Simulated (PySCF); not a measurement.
**Choosing a basis for TDDFT**

Compound: CH5FOSi.
SMILES: `CO[SiH2]F`

TDDFT with PBE0 (PySCF), vertical singlets, core orbitals frozen in the response, spherical d and f functions. Isolated species at its PBE0-D3(BJ)/def2-SVP geometry (one conformer only).

Question: How do the low singlets change with the basis? Take 6-31G*, def2-SVP, 6-31+G*, aug-cc-pVDZ, def2-TZVP and def2-TZVPD.

Answer: 

| basis | functions | diffuse | S1 (eV) | S2 (eV) | S3 (eV) | S4 (eV) | S5 (eV) | LUMO (eV) | α (au) |
| --- | --- | --- | --- | --- | --- | --- | --- | --- | --- |
| 6-31G* | 70 | no | 8.29 | 8.47 | 8.61 | 8.97 | 9.36 | 1.23 | 33.3 |
| def2-SVP | 85 | no | 8.42 | 8.56 | 8.74 | 9.00 | 9.49 | 1.34 | 34.8 |
| 6-31+G* | 86 | yes | 7.73 | 7.82 | 8.08 | 8.15 | 8.18 | 0.27 | 37.9 |
| aug-cc-pVDZ | 141 | yes | 7.49 | 7.67 | 7.88 | 7.93 | 7.99 | -0.04 | 43.5 |
| def2-TZVP | 160 | no | 7.97 | 8.07 | 8.30 | 8.47 | 9.00 | 0.68 | 40.0 |
| def2-TZVPD | 205 | yes | 7.65 | 7.80 | 8.02 | 8.11 | 8.21 | 0.20 | 43.4 |

States are compared by their number. Against the largest diffuse basis here (def2-TZVPD, itself not a converged limit), sets without diffuse functions differ by up to 0.77 eV in S1 and 1.28 eV in S5; the smaller diffuse sets differ by up to 0.15 and 0.22 eV. Every set without diffuse functions puts S1 more than 0.3 eV higher, so even the lowest state needs them here. State by state, the largest deviation of a set without diffuse functions is S1 0.77, S2 0.76, S3 0.71, S4 0.89, S5 1.28 eV. The same number needn't mean the same state in each row. Against def2-TZVPD the polarisability deviates by -23% in 6-31G*, -20% in def2-SVP, -13% in 6-31+G*, 0% in aug-cc-pVDZ, -8% in def2-TZVP. A single + in a Pople set puts diffuse functions on heavy atoms only.

Without π bonds the low states are Rydberg-like; a valence basis with one diffuse set may place them up to an eV too high.
